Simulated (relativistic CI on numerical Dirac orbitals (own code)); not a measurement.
**Radial parameters of Lu54+**

These numbers are calculated, not measured: Dirac-Coulomb-Breit CI, KLI orbitals optimised for each configuration, model QED, unscaled Slater integrals (own radial code, finite nucleus).

Slater integrals F^k, G^k are unscaled and averaged over j, outside the closed core [Ne]; ζ comes from projecting the Hamiltonian with its Breit term on Σ l·s of the shell.

- 3s2 3p5: ζ(3p) = 1.5388e+06 cm⁻¹; <r>(3p) = 0.1929, <r^2>(3p) = 0.04312 (bohr units).
- 3s2 3p4 3d: F^2(3p,3p) = 506710, ζ(3p) = 1.5376e+06, F^2(3p,3d) = 511500, G^1(3p,3d) = 531900, G^3(3p,3d) = 359060, ζ(3d) = 209520 cm⁻¹; <r>(3p) = 0.1931, <r^2>(3p) = 0.04318, <r>(3d) = 0.1712, <r^2>(3d) = 0.03381 (bohr units).
- 3s 3p5 3d: G^1(3s,3p) = 643910, ζ(3p) = 1.5374e+06, G^2(3s,3d) = 406430, F^2(3p,3d) = 511280, G^1(3p,3d) = 531800, G^3(3p,3d) = 358960, ζ(3d) = 210380 cm⁻¹; <r>(3s) = 0.1971, <r^2>(3s) = 0.0444, <r>(3p) = 0.1932, <r^2>(3p) = 0.04321, <r>(3d) = 0.1713, <r^2>(3d) = 0.03385 (bohr units).

Averages of the first 10 configurations, taken without configuration mixing, which lowers the lowest level and can move excited configurations by several eV; other configurations of the list can lie among them:

```tsv
Configuration	Parity	States	Average energy above the lowest level (eV)
3s2 3p5	odd	6	104.4
3s 3p6	even	2	497.4
3s2 3p4 3d	even	150	475.3
3s 3p5 3d	odd	120	858.6
3p6 3d	even	10	1264.2
3s 3p4 3d2	even	1350	1228.5
3s2 3p3 3d 4p	even	1200	2973.3
3p6 4s	even	2	3247.2
3s 3p4 3d 4s	even	600	3198.5
3s2 3p4 4s	even	30	2454.1
```
